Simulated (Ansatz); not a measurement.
The cluster Ru6⁺, relaxed as a doublet with UKS PBE-D4/def2-SVP in Ansatz, starting from the GFN2-xTB geometry. Force threshold 0.02 eV/Å.

In the def2 sets Ru takes a core potential; there is no spin–orbit coupling. The charge 1 doublet is spin-contaminated (final ⟨S²⟩ up to 3.01, 0.75 for a pure state). Another isomer (doublet) lies 0.44 eV lower at PBE0-D4/def2-SVP; other spin states weren't run for this one.

Start:

```xyz
6

Ru    1.610   -2.002   -0.375
Ru   -1.481    1.259    0.606
Ru   -0.616   -1.676   -0.982
Ru    0.723   -0.070    0.525
Ru    0.463    1.884    1.728
Ru   -0.700    0.605   -1.502
```

```json
{"step": "1", "energy (eV)": "-15490.4627", "largest force component (eV/Å)": "0.584", "SCF passes": "164"}
{"step": "2", "energy (eV)": "-15490.6081", "largest force component (eV/Å)": "0.390", "SCF passes": "66"}
{"step": "3", "energy (eV)": "-15490.8008", "largest force component (eV/Å)": "0.562", "SCF passes": "85"}
{"step": "4", "energy (eV)": "-15491.1691", "largest force component (eV/Å)": "0.994", "SCF passes": "148"}
{"step": "5", "energy (eV)": "-15491.2759", "largest force component (eV/Å)": "0.781", "SCF passes": "67"}
{"step": "6", "energy (eV)": "-15491.3599", "largest force component (eV/Å)": "0.322", "SCF passes": "61"}
{"step": "7", "energy (eV)": "-15491.3942", "largest force component (eV/Å)": "0.152", "SCF passes": "68"}
{"step": "8", "energy (eV)": "-15491.4037", "largest force component (eV/Å)": "0.369", "SCF passes": "66"}
{"step": "9", "energy (eV)": "-15491.4222", "largest force component (eV/Å)": "0.125", "SCF passes": "59"}
{"step": "10", "energy (eV)": "-15491.4294", "largest force component (eV/Å)": "0.073", "SCF passes": "52"}
{"step": "11 (rejected)", "energy (eV)": "-15491.3102", "largest force component (eV/Å)": "0.690", "SCF passes": "177"}
{"step": "12 (rejected)", "energy (eV)": "-15491.4133", "largest force component (eV/Å)": "0.297", "SCF passes": "70"}
{"step": "13", "energy (eV)": "-15491.4302", "largest force component (eV/Å)": "0.135", "SCF passes": "60"}
{"step": "14 (rejected)", "energy (eV)": "-15491.4289", "largest force component (eV/Å)": "0.151", "SCF passes": "53"}
{"step": "15", "energy (eV)": "-15491.4328", "largest force component (eV/Å)": "0.088", "SCF passes": "54"}
{"step": "16", "energy (eV)": "-15491.4335", "largest force component (eV/Å)": "0.035", "SCF passes": "48"}
{"step": "17", "energy (eV)": "-15491.4336", "largest force component (eV/Å)": "0.005", "SCF passes": "48"}
```

Force components are those of the run's own axes.

End:

```xyz
6

Ru    1.431   -1.684   -0.778
Ru   -1.589    0.891    0.612
Ru   -0.875   -1.492   -0.749
Ru    0.681   -0.382    0.977
Ru    0.333    2.001    1.136
Ru    0.017    0.665   -1.198
```

By distances, no bond broke or formed, bridged metal pairs apart. The bond that changes most is Ru5–Ru6, from 3.66 to 2.71 Å (atoms count from 1). Metal–metal contacts that move far: Ru5–Ru6 3.66 to 2.71 Å, Ru1–Ru6 3.66 to 2.77 Å, Ru2–Ru3 3.45 to 2.83 Å.

No frequencies were taken in this run, so the end may be a saddle point.

Hardware: 4 threads of Arm Neoverse V1 on a shared host. Wall time 3.7 min, peak host memory 0.68 GiB.
